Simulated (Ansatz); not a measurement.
Frontier orbitals of `BOCO[SiH3]`.

```xyz
12

B    -0.913    1.714   -1.180
O    -0.817    0.793   -0.204
C    -0.637   -0.578   -0.491
O     0.649   -0.973   -0.178
Si    1.303   -0.837    1.339
H    -0.890    1.370   -2.331
H    -1.030    2.853   -0.840
H    -1.373   -1.123    0.111
H    -0.800   -0.761   -1.557
H     0.290   -1.241    2.352
H     1.759    0.545    1.624
H     2.459   -1.762    1.354
```

The species carries charge 0 and has multiplicity 1. The geometry is a stationary point of PBE0-D4/def2-TZVP. It is one conformer, not always the lowest. Basis def2-TZVPP, Ansatz 0.2.0.

Orbital energies of one run (eV). Highest occupied ones, from the top: -11.11, -11.27, -11.84, -12.44, -12.89, -13.38, -13.97, -15.28, -16.20, -17.06, -17.95, -19.27, -22.52, -31.14. Empty: 1.56, 2.30, 3.31, 3.57, 3.70, 3.98.

**Question.** Which functional gave them?
A. CAM-B3LYP
B. ωB97X-V
C. r2SCANh
D. BHLYP

**Answer.** B. HOMO energies: ωB97X-V -11.11, r2SCANh -8.07, BHLYP -10.08, CAM-B3LYP -10.10 eV.
